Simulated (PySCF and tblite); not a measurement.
Values are calculated unless marked as measured or tabulated.
# Dynamics report: rotation

System: C5H11NSe, numbered as in [CH3:1][CH2:2][N:3]([CH3:4])[C:5]([CH3:6])=[Se:7].

Motion: rotation about the C2–N3 bond (torsion C1–C2–N3–C4 from -84° to 84°, rising). The path came from a restrained scan, a climbing-image band and a saddle search at GFN2-xTB; energies are PBE0/pcSseg-1 + D3(BJ)//GFN2-xTB, thermal terms GFN2-xTB. Rate constants are transition-state-theory values, counting equivalent paths, without tunnelling. Programs: tblite and PySCF.

```csv
point,symmetry,E(GFN2) kcal/mol,E(DFT) kcal/mol,ZPE change kcal/mol,lowest mode cm⁻¹,dipole D
start,C1,0.0,0.0,0.00,53,5.25
saddle,C1,3.1,3.3,0.06,53i,5.33
end,C1,0.0,0.0,0.01,55,5.25
```

```
Electronic barrier                                      : 3.3 kcal/mol
Barrier with zero-point energy                          : 3.4 kcal/mol
ΔH‡ (298 K)                                             : 2.8 kcal/mol
ΔS‡ (298 K, symmetry apart)                             : -3.9 cal/(mol K)
Paths                                                   : 2 equivalent paths
End point                                               : the same structure with atoms interchanged, or its mirror image
Mean lifetime of the start against this motion at 298 K : 64 ps
Cost                                                    : 68 s on 1 thread of Arm Neoverse V2, shared host (rough), peak memory 1 GiB, launched as `OMP_NUM_THREADS=1 python ens_run.py task.json out`
```

```csv
T/K,ΔG‡ kcal/mol,k s⁻¹
150,3.6,3.9×10⁷
200,3.7,7.8×10⁸
250,3.8,4.8×10⁹
298,4.0,1.6×10¹⁰
350,4.1,3.9×10¹⁰
400,4.3,7.7×10¹⁰
500,4.6,2×10¹¹
```

ΔG and ΔG‡ leave out symmetry numbers and mirror images; rates count paths: 2 out.

Spin–orbit effects of heavy atoms on shieldings are missing.
